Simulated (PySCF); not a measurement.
Computed IR spectrum (relative IR intensity) of a molecule C3H9N. Coordinates come from a B3LYP-D3(BJ)/def2-SVP optimisation. Other conformers were not sampled. Computed with B3LYP-D3(BJ)/def2-SVP run with PySCF. No scaling factor is applied to the harmonic values.

ν (cm⁻¹): 758 (s), 1038 (w), 1056 (vw), 1108 (vw), 1164 (w), 1197 (m), 1236 (w), 1296 (w), 1371 (w), 1405 (w), 1458 (w), 1463 (w), 1474 (vw), 1504 (m), 2892 (s), 2916 (vs), 3024 (w), 3029 (m), 3047 (m), 3102 (s), 3125 (m) (against the strongest line: vs over 80 %, s over 45 %, m over 15 %, w over 4 %, vw less)

Pick the molecule that these values belong to.
A) CCNC
B) CN(C)C
C) CCCN
D) CC(C)N

A, CCNC
